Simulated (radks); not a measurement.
Effect of the nuclear size on the manganese ion Mn16+, [He] 2s2 2p5. Method: Dirac Kohn-Sham, LDA (Slater exchange, Perdew-Wang correlation), spin-unpolarised, spherical densities, finite nucleus; open shells fill j = l - 1/2 first; Fermi nuclear charge, rms radius 3.7057 fm; computed with a radial shooting solver on a logarithmic mesh with Libxc functionals. The rms radius is varied about that value; shifts are against it.

\begin{tabular}{lrrrrrrr}
rms radius (fm) & total energy shift (eV) & density at nucleus (e/bohr^3) & 1s1/2 shift (meV) & 2s1/2 shift (meV) & 2p1/2 shift (meV) & 2p3/2 shift (meV) & 3s1/2 (empty) shift (meV) \\ \hline
3.1943 & -0.0233 & 1.31e+04 & -9.95 & -0.955 & 0.088 & 0.091 & -0.228 \\
3.5538 & -0.00725 & 1.305e+04 & -3.10 & -0.298 & 0.027 & 0.028 & -0.071 \\
3.7057 & 0 & 1.302e+04 & 0.000 & 0.000 & 0.000 & 0.000 & 0.000 \\
3.9873 & 0.0142 & 1.299e+04 & 6.09 & 0.584 & -0.054 & -0.055 & 0.139 \\
4.4505 & 0.0398 & 1.293e+04 & 17.0 & 1.63 & -0.150 & -0.155 & 0.390 \\
\end{tabular}

Slopes of the eigenvalues against <r^2> in GHz/fm^2, as finite differences over the two radii next to the reference (eigenvalue slopes, not the field-shift constants of lines): 1s1/2 680, 2s1/2 65.2, 2p1/2 -6.00, 2p3/2 -6.19, 3s1/2 (empty) 15.6.
